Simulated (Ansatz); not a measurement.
Cartesian coordinates (Å):
```xyz
7

Mo    -0.1388    -0.0912    -0.0400
Cl     1.7120    -0.2548    -1.3794
Cl    -1.4739     0.5565    -1.7844
F      0.2541     1.6677     0.3587
F     -0.5487    -1.8673    -0.3317
F      0.8769    -0.6097     1.4191
F     -1.5892     0.0155     1.1070
```
Charge 0, spin multiplicity 1.

These are frozen-core CCSD(T)/def2-TZVPP // TPSS-D3(BJ)/def2-SVP in Ansatz (a quantum-chemistry and plane-wave program) values and carry that method's errors.

```
Quantity                         Value
----------------------  --------------
HF energy               -1384.56710 Ha
MP2 correlation energy     -2.01539 Ha
```

Estimate the CCSD correlation energy, the (T) correction, the total energy and the T1 diagnostic.


```yaml
CCSD correlation energy: -1.96064 Ha
"(T) correction": -0.10935 Ha
CCSD(T) total energy: -1386.63709 Ha
T1 diagnostic: 0.028
```
